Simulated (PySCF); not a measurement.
**Bond energies at r²SCAN/def2-TZVPP beside a composite method**

PySCF, lowest determinants of a PBE0 search. The composite is CCSD(T) extrapolated to the basis-set limit from two correlation-consistent sets, with core-valence (CV) and scalar-relativistic (SR) terms as its label shows; it has no spin–orbit coupling and nothing beyond (T).

```tsv
species	state (unpaired electrons)	De r²SCAN (eV)	De composite (eV)	composite	dissociates to
SiBr	doublet (π ↑)	3.99	3.88	CCSD(T)/CBS(TQ)	Si + Br
GeC	triplet (σ ↑, π ↑)	4.04	3.83	CCSD(T)/CBS(DT)	Ge + C
Mg2	singlet (closed shell)	0.12	0.05	CCSD(T)/CBS(DT)+SR	Mg + Mg
ZnF	doublet (σ ↑)	3.24	2.99	CCSD(T)/CBS(DT)	Zn + F
PbBr	doublet (π ↑)	3.54	3.33	CCSD(T)/CBS(DT)	Pb + Br
TeC	singlet (closed shell)	4.76	4.99	CCSD(T)/CBS(TQ)+CV	Te + C
CuH	singlet (closed shell)	2.81	2.82	CCSD(T)/CBS(TQ)+CV	Cu (3d10 4s1) + H
SbO	doublet (π ↑)	4.16	4.16	CCSD(T)/CBS(DT)	Sb + O
```

**Question.** Does r²SCAN bind more or less than the composite, by how much on average, and where is the difference largest?

**Answer.** r²SCAN/def2-TZVPP binds more on average, method and basis taken together: the mean signed difference is +0.08 eV and the mean absolute one 0.14 eV; it is largest for ZnF (+0.25 eV).

The molecules are drawn from runs that passed checks on state, spin purity and fit, so the hardest cases are missing and the errors look smaller than over all diatomics.

Correlated steps freeze the inner cores (2 to 14 orbitals); shallow outer-core shells are correlated. Closed-shell solutions of metal pairs were not tested for spin polarisation, which can lower them a little. Weak bonds: Mg2. Basis-set superposition, not corrected here, can be much of De in a small basis, most of all at correlated wavefunction levels. Functionals without a dispersion term scatter widely for such bonds, and LDA overbinds them. Spin–orbit coupling is left out, which matters for elements this heavy, above all for dissociation energies. Where the molecule has an RHF reference, its open-shell atoms are computed with UHF. The CCSD T1 diagnostic is raised in CuH, GeC, TeC, a sign that a single reference may not be enough there. States were picked by a PBE0 search and need not be the measured ground states.
